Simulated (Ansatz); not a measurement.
Ideal-gas functions of C$_{3}$BN$_{3}$, SMILES `N#CB(C#N)C#N` at 400 K and 1 bar, from an Ansatz frequency run at PBE0-D4/def2-TZVP.

Molar mass 88.87 g/mol, point group D3h (symmetry number 6), electronic degeneracy 1, moments of inertia 191.553, 191.555, 383.108 u Å². Harmonic wavenumbers (cm⁻¹, unscaled): 116, 116, 144, 284, 285, 327, 520, 520, 549, 642, 1141, 1141, 2344, 2349, 2349.

Use S(trans) = R[1.5 ln M + 2.5 ln T − 1.1517]; rotational temperatures θ = 24.2544 K / I; S(rot) = R[ln(√π/σ · √(T³/θAθBθC)) + 1.5]; for each mode x = 1.438777 ν̃/T, S = R[x/(eˣ − 1) − ln(1 − e⁻ˣ)] and H = RT x/(eˣ − 1); 1 cm⁻¹ = 0.0119627 kJ/mol; R = 8.31446 J/(mol·K).

Question: By hand: the entropy, in J/(mol·K).

Answer: Translation 170.9. Rotation: θ = 0.1266, 0.1266, 0.0633 K, giving 105.7. Vibration, mode by mode: 15.64, 15.64, 13.88, 8.49, 8.46, 7.43, 4.22, 4.22, 3.89, 2.99, 0.71, 0.71, 0.02, 0.02, 0.02, in all 86.3. Electronic 0.0. Sum 362.9 J/(mol·K).

Question: By hand: H − E and G − E in kJ/mol, counted from the electronic energy.

Answer: Zero-point energy ½ × 12827 × 0.0119627 = 76.7; thermal vibration 18.1; translation, rotation and pV give 4 RT = 13.3. H − E = 108.1 kJ/mol, and G − E = 108.1 − 400 × 362.9/1000 = -37.1 kJ/mol.

Vibration gives 24 % of the entropy, 45.2 J/(mol·K) of it from the modes under 150 cm⁻¹: soft modes count most, and the harmonic formula is weakest for them.
